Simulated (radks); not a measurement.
Values are calculated unless marked as measured or tabulated.
Os13+, 63 electrons, occupied as [Kr] 4d10 4f13 5s2 5p2 (the NIST ground configuration).

Code: a radial shooting solver on a logarithmic mesh with Libxc functionals. Model: scalar-relativistic Kohn-Sham, BLYP, spin-polarised, spherical densities, finite nucleus; open shells are filled with parallel spins first (spin-orbit coupling, left out, can overturn this in heavy ions); Fermi nuclear charge, rms radius 5.4126 fm.

Energy parts (Ry):
| part | energy |
|---|---|
| total | -34393.2425 |
| kinetic | 38117.5868 |
| electron-nucleus | -84031.7887 |
| Hartree | 12180.8052 |
| exchange-correlation | -659.8458 |

Orbitals (lengths in bohr, moments of r in powers of bohr; r(max) is where P^2 peaks):
[
 {"orbital": "1s up", "occ.": "1", "eigenvalue (Ry)": "-5447.406", "r(max)": "0.01103", "<r^2>": "0.0004335", "<r>": "0.01774", "<1/r>": "90.42"},
 {"orbital": "1s down", "occ.": "1", "eigenvalue (Ry)": "-5447.382", "r(max)": "0.01103", "<r^2>": "0.0004335", "<r>": "0.01774", "<1/r>": "90.42"},
 {"orbital": "2s up", "occ.": "1", "eigenvalue (Ry)": "-964.5601", "r(max)": "0.06340", "<r^2>": "0.006642", "<r>": "0.07490", "<1/r>": "21.17"},
 {"orbital": "2s down", "occ.": "1", "eigenvalue (Ry)": "-964.5463", "r(max)": "0.06340", "<r^2>": "0.006642", "<r>": "0.07490", "<1/r>": "21.17"},
 {"orbital": "2p up", "occ.": "3", "eigenvalue (Ry)": "-842.6523", "r(max)": "0.05218", "<r^2>": "0.005530", "<r>": "0.06727", "<1/r>": "19.06"},
 {"orbital": "2p down", "occ.": "3", "eigenvalue (Ry)": "-842.6317", "r(max)": "0.05218", "<r^2>": "0.005530", "<r>": "0.06727", "<1/r>": "19.06"},
 {"orbital": "3s up", "occ.": "1", "eigenvalue (Ry)": "-238.9371", "r(max)": "0.1788", "<r^2>": "0.04298", "<r>": "0.1939", "<1/r>": "7.847"},
 {"orbital": "3s down", "occ.": "1", "eigenvalue (Ry)": "-238.8712", "r(max)": "0.1787", "<r^2>": "0.04296", "<r>": "0.1938", "<1/r>": "7.848"},
 {"orbital": "3p up", "occ.": "3", "eigenvalue (Ry)": "-203.1213", "r(max)": "0.1773", "<r^2>": "0.04385", "<r>": "0.1945", "<1/r>": "7.214"},
 {"orbital": "3p down", "occ.": "3", "eigenvalue (Ry)": "-203.0525", "r(max)": "0.1773", "<r^2>": "0.04384", "<r>": "0.1944", "<1/r>": "7.215"},
 {"orbital": "3d up", "occ.": "5", "eigenvalue (Ry)": "-163.0522", "r(max)": "0.1444", "<r^2>": "0.03633", "<r>": "0.1761", "<1/r>": "6.807"},
 {"orbital": "3d down", "occ.": "5", "eigenvalue (Ry)": "-162.9958", "r(max)": "0.1444", "<r^2>": "0.03631", "<r>": "0.1761", "<1/r>": "6.808"},
 {"orbital": "4s up", "occ.": "1", "eigenvalue (Ry)": "-65.02697", "r(max)": "0.4041", "<r^2>": "0.2089", "<r>": "0.4304", "<1/r>": "3.359"},
 {"orbital": "4s down", "occ.": "1", "eigenvalue (Ry)": "-64.90517", "r(max)": "0.4042", "<r^2>": "0.2089", "<r>": "0.4304", "<1/r>": "3.358"},
 {"orbital": "4p up", "occ.": "3", "eigenvalue (Ry)": "-53.21998", "r(max)": "0.4241", "<r^2>": "0.2372", "<r>": "0.4569", "<1/r>": "3.050"},
 {"orbital": "4p down", "occ.": "3", "eigenvalue (Ry)": "-53.09900", "r(max)": "0.4241", "<r^2>": "0.2370", "<r>": "0.4568", "<1/r>": "3.050"},
 {"orbital": "4d up", "occ.": "5", "eigenvalue (Ry)": "-38.54407", "r(max)": "0.4326", "<r^2>": "0.2697", "<r>": "0.4834", "<1/r>": "2.735"},
 {"orbital": "4d down", "occ.": "5", "eigenvalue (Ry)": "-38.41786", "r(max)": "0.4327", "<r^2>": "0.2692", "<r>": "0.4830", "<1/r>": "2.736"},
 {"orbital": "4f up", "occ.": "7", "eigenvalue (Ry)": "-22.14309", "r(max)": "0.3993", "<r^2>": "0.3275", "<r>": "0.5230", "<1/r>": "2.331"},
 {"orbital": "4f down", "occ.": "6", "eigenvalue (Ry)": "-21.99721", "r(max)": "0.3993", "<r^2>": "0.3251", "<r>": "0.5213", "<1/r>": "2.337"},
 {"orbital": "5s up", "occ.": "1", "eigenvalue (Ry)": "-23.58560", "r(max)": "0.8761", "<r^2>": "0.9484", "<r>": "0.9233", "<1/r>": "1.470"},
 {"orbital": "5s down", "occ.": "1", "eigenvalue (Ry)": "-23.31636", "r(max)": "0.8741", "<r^2>": "0.9480", "<r>": "0.9228", "<1/r>": "1.473"},
 {"orbital": "5p up", "occ.": "2", "eigenvalue (Ry)": "-20.00679", "r(max)": "0.9579", "<r^2>": "1.142", "<r>": "1.012", "<1/r>": "1.320"},
 {"orbital": "5p down", "occ.": "0", "eigenvalue (Ry)": "-19.73293", "r(max)": "0.9565", "<r^2>": "1.147", "<r>": "1.014", "<1/r>": "1.319"}
]

The highest occupied level is 5p up at -272.21 eV. The electron density at the nucleus is 1.791e+06 e/bohr^3 (large components only). The spin density at the nucleus is -14.403 e/bohr^3 (1s -4.346, 2s 0.495, 3s -5.664, 4s 3.910, 5s -8.798). Summed over all electrons, <r^2> = 13.72 bohr^2, which gives a Langevin (diamagnetic) susceptibility term of -10.9 x 10^-6 cm^3/mol.
